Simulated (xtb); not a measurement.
disiloxane (H₆OSi₂), SMILES [SiH3]O[SiH3]. All values are semi-empirical tight-binding results from xtb (GFN2-xTB unless named), good for trends rather than for accurate numbers. Geometry optimised at GFN2-xTB.

Optimised geometry:

Bonds (Å): Si1–O2 1.618, Si1–H4 1.460, Si1–H5 1.462, Si1–H6 1.462, O2–Si3 1.618, Si3–H7 1.462, Si3–H8 1.460, Si3–H9 1.462. Bond angles (°): O2–Si1–H4 104.9, O2–Si1–H5 107.6, O2–Si1–H6 107.6, H4–Si1–H5 112.5, H4–Si1–H6 112.5, H5–Si1–H6 111.4, Si1–O2–Si3 164.4, O2–Si3–H7 107.6, O2–Si3–H8 104.9, O2–Si3–H9 107.6, H7–Si3–H8 112.5, H7–Si3–H9 111.4, H8–Si3–H9 112.5.

A frequency run showed that this geometry is not a minimum.

Computed properties:
The point group as xtb finds it comes out as C2v. The orbital gap is 5.74 eV. The dipole moment is 0.24 D and the static polarisability (D4 model) is 66.3 bohr³. The solvation energy, GFN2-xTB/ALPB(water) is 2.0 kcal/mol and the solvation energy, GFN2-xTB/ALPB(dmso) is -1.2 kcal/mol.

### Question
Give the atomic charges and the Wiberg bond orders between heavy atoms. (An estimate is asked for; the answer gives what the named calculation found.)

### Answer
charges (e) Si1 0.51, O2 -0.45, Si3 0.51, H4 -0.09, H5 -0.10, H6 -0.10, H7 -0.10, H8 -0.09, H9 -0.10. Bond orders Si1–O2 1.09, O2–Si3 1.09.
